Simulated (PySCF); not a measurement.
**Frontier levels across methods**

C5H8Si.
Numbering: `[CH:1]#[C:2][CH2:3][SiH:4]1[CH2:5][CH2:6]1` (hydrogens: H7 on C1; H8, H9 on C3; H10 on Si4; H11, H12 on C5; H13, H14 on C6)

Cartesian coordinates in Å at the PBE0-D3(BJ)/def2-SVP level; atoms count from 1:
```
atom  x, y, z in Å
C1     3.2213    0.8129    0.4057
C2     2.2861    0.0439    0.3555
C3     1.1350   -0.8383    0.3222
Si4   -0.4270    0.0065    0.9730
C5    -2.0760   -0.5537    0.3297
C6    -1.5903    0.8035   -0.2291
H7     4.0566    1.4865    0.4487
H8     0.9223   -1.1700   -0.7086
H9     1.3283   -1.7491    0.9147
H10   -0.3114    0.5399    2.3525
H11   -2.9530   -0.5281    0.9862
H12   -2.1210   -1.3856   -0.3828
H13   -1.3241    0.8284   -1.2921
H14   -2.1578    1.6901    0.0746
```

Basis pcSseg-1 throughout (PySCF), one geometry. The structure is a single PBE0-D3(BJ)/def2-SVP conformer in the gas phase; no vibrational or solvent corrections.

Q: How do the orbital energies, the gap and the dipole change with the method?

A: 
```json
{"method": "BLYP", "kind": "GGA", "HOMO (eV)": "-5.59", "LUMO (eV)": "-0.10", "gap (eV)": "5.49", "μ (D)": "0.64", "SCF cycles": "15"}
{"method": "B97-D", "kind": "GGA", "HOMO (eV)": "-5.69", "LUMO (eV)": "-0.13", "gap (eV)": "5.56", "μ (D)": "0.64", "SCF cycles": "15"}
{"method": "OPBE", "kind": "GGA", "HOMO (eV)": "-5.73", "LUMO (eV)": "-0.13", "gap (eV)": "5.60", "μ (D)": "0.68", "SCF cycles": "16"}
{"method": "PBE", "kind": "GGA", "HOMO (eV)": "-5.75", "LUMO (eV)": "-0.25", "gap (eV)": "5.50", "μ (D)": "0.68", "SCF cycles": "15"}
{"method": "KT3", "kind": "GGA", "HOMO (eV)": "-5.80", "LUMO (eV)": "-0.24", "gap (eV)": "5.56", "μ (D)": "0.62", "SCF cycles": "16"}
{"method": "KT2", "kind": "GGA", "HOMO (eV)": "-5.80", "LUMO (eV)": "-0.31", "gap (eV)": "5.49", "μ (D)": "0.66", "SCF cycles": "16"}
{"method": "BP86", "kind": "GGA", "HOMO (eV)": "-5.85", "LUMO (eV)": "-0.33", "gap (eV)": "5.51", "μ (D)": "0.68", "SCF cycles": "15"}
{"method": "LDA", "kind": "LDA", "HOMO (eV)": "-5.87", "LUMO (eV)": "-0.45", "gap (eV)": "5.42", "μ (D)": "0.72", "SCF cycles": "15"}
{"method": "B97-2", "kind": "global hybrid", "HOMO (eV)": "-6.63", "LUMO (eV)": "0.63", "gap (eV)": "7.27", "μ (D)": "0.59", "SCF cycles": "13"}
{"method": "B3LYP", "kind": "global hybrid", "HOMO (eV)": "-6.66", "LUMO (eV)": "0.46", "gap (eV)": "7.12", "μ (D)": "0.58", "SCF cycles": "14"}
{"method": "PBE0", "kind": "global hybrid", "HOMO (eV)": "-6.88", "LUMO (eV)": "0.65", "gap (eV)": "7.54", "μ (D)": "0.60", "SCF cycles": "14"}
{"method": "mPW1PW91", "kind": "global hybrid", "HOMO (eV)": "-6.91", "LUMO (eV)": "0.65", "gap (eV)": "7.56", "μ (D)": "0.59", "SCF cycles": "14"}
{"method": "BHandHLYP", "kind": "global hybrid", "HOMO (eV)": "-7.89", "LUMO (eV)": "1.64", "gap (eV)": "9.53", "μ (D)": "0.52", "SCF cycles": "13"}
{"method": "CAM-B3LYP", "kind": "range-separated hybrid", "HOMO (eV)": "-8.18", "LUMO (eV)": "1.75", "gap (eV)": "9.93", "μ (D)": "0.54", "SCF cycles": "13"}
{"method": "wB97X-D", "kind": "range-separated hybrid", "HOMO (eV)": "-8.74", "LUMO (eV)": "2.39", "gap (eV)": "11.13", "μ (D)": "0.56", "SCF cycles": "14"}
{"method": "HF", "kind": "Hartree–Fock", "HOMO (eV)": "-9.45", "LUMO (eV)": "3.98", "gap (eV)": "13.44", "μ (D)": "0.50", "SCF cycles": "11"}
{"method": "LC-wPBE", "kind": "range-separated hybrid", "HOMO (eV)": "-9.55", "LUMO (eV)": "2.86", "gap (eV)": "12.41", "μ (D)": "0.52", "SCF cycles": "13"}
```

The HOMO spans 3.96 eV, from BLYP down to LC-wPBE, and the gap runs from 5.42 eV (LDA) to 13.44 eV (HF). Over the methods BLYP (0 %), B97-D (0 %), OPBE (0 %), PBE (0 %), KT3 (0 %), KT2 (0 %), BP86 (0 %), LDA (0 %), B97-2 (21 %), B3LYP (20 %), PBE0 (25 %), mPW1PW91 (25 %), BHandHLYP (50 %), HF (100 %), a straight line through the gap against the share of exact exchange rises by 0.79 eV for each 10 % (correlation coefficient 1.000). The dipole ranges from 0.50 D (HF) to 0.72 D (LDA). This basis has no diffuse functions.
